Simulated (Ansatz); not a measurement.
Li₃Se⁺ (the lowest singlet isomer of a short search). The state is a singlet with charge 1. Geometry r2SCAN-D4/def2-TZVP, basis def2-TZVP, Ansatz.

Cartesian coordinates in Å:
```
Li -0.642 -2.180 0.315
Li -0.932 1.235 -1.694
Li 1.565 0.949 1.386
Se 0.010 -0.003 -0.007
```

| run | HOMO (eV) | LUMO (eV) |
| --- | --- | --- |
| A | -8.22 | -5.00 |
| B | -10.03 | -4.14 |
| C | -8.29 | -4.79 |
| D | -8.98 | -4.76 |
| E | -8.35 | -4.21 |
| F | -9.19 | -4.43 |

B3LYP takes the VWN-RPA correlation. The structure comes from a short search, and lower isomers may exist.

Task: The runs used B3LYP, B97M-V, BHLYP, PBE, PBE0, r2SCAN. Estimate which is which.

Result: A PBE (0 % exact exchange); B BHLYP (50 % exact exchange); C B97M-V (0 % exact exchange); D B3LYP (20 % exact exchange); E r2SCAN (0 % exact exchange); F PBE0 (25 % exact exchange). Exact exchange lowers occupied and raises empty levels; among semilocal functionals meta-GGAs tend to open the gap a little, and such runs are hard to tell apart. The gap grows from 3.21 eV (PBE) to 5.89 eV (BHLYP).
